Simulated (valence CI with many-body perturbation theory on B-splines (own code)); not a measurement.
## Hf II in brief

Calculated by relativistic CI+MBPT: three valence electrons over a frozen Dirac-Fock core [Xe] 4f14, a basis of 9 s, 9 p, 10 d, 8 f, 5 g, 3 h, 1 i functions for each j, with the one-electron correlation potential Σ1 (screened to all orders), the two-electron term Σ2, the three-electron term Σ3, Breit, model QED; selected single and double excitations, second order for the rest (own B-spline code, finite nucleus).

Set against measurement, 13 paired levels are off by 602 cm⁻¹ on average, the worst by 1220. These come from a selection out of the NIST Handbook of Basic Atomic Spectroscopic Data. Levels without a partner in it may be off by more, other configurations by 1,000 to 4,000 cm⁻¹. 1 measured level below the end of the list, from 34942 cm⁻¹ on, found no clear computed partner.

Names give the largest LS component (configuration and term), which can be under half, so a name can repeat, a term be missing and a line seem to break the LS rules; names also repeat where a configuration has a term twice.

Rates and lifetimes use the calculated energies. Strong lines usually hold to 10 to 20 %, long lifetimes can be off by a factor of two.

(1) What is the ground level?

(2) Name the longest-lived excited levels whose lifetime is computed, and their main decay.

(3) What is the ionisation energy?

(4) What are the static dipole polarisabilities of the lowest levels?

(5) How well does LS coupling describe the low levels?

(6) Where does the other parity begin?

(7) Among levels below 5.492 eV, which E1 lines absorb most strongly from the ground level?

Answers

(1) 5d6s² ²D_3/2, composition 73 % 5d6s² ²D + 14 % 5d²6s ²D + 5 % 5d²6s ⁴F, g = 0.780.

(2) 5d²6s ⁴P_1/2 at 1.411 eV lives 12.8 s, mostly by E2 to 5d²6s ⁴F_3/2; 5d²6s ⁴F_9/2 at 0.9239 eV lives 4.85 s, mostly by M1 to 5d²6s ⁴F_7/2. The lifetime of 5d²6s ⁴F_3/2 is too uncertain to give, and may be longer. The lifetime of 5d²6s ⁴F_5/2 is too uncertain to give, and may be longer.

(3) 14.329 eV; NIST lists 14.61 ± 0.04 eV (theoretical).

(4) 5d6s² ²D_3/2 57.2 (tensor 2.0); 5d6s² ²D_5/2 56.1 (tensor 1.2); 5d²6s ⁴F_3/2 55.5 (tensor -0.79); 5d²6s ⁴F_5/2 55.4 (tensor 0.29) bohr³, of which the core gives 3.20.

(5) Among the lowest 20 levels the leading LS term, summed over configurations, holds 81 % on average. For single configurations the figures are 72 % in LS and 62 % in jj coupling. Terms mix most in the J = 3/2 level at 2.127 eV, where the leading one holds 41 %.

(6) At 5d6s6p ⁴F°_3/2, 3.458 eV.

(7) to 5d²6p ²P°_1/2 at 236.5 nm, f = 0.194; to 5d²6p ⁴F°_3/2 at 242.0 nm, f = 0.173; to 5d²6p ²D°_3/2 at 270.0 nm, f = 0.131.
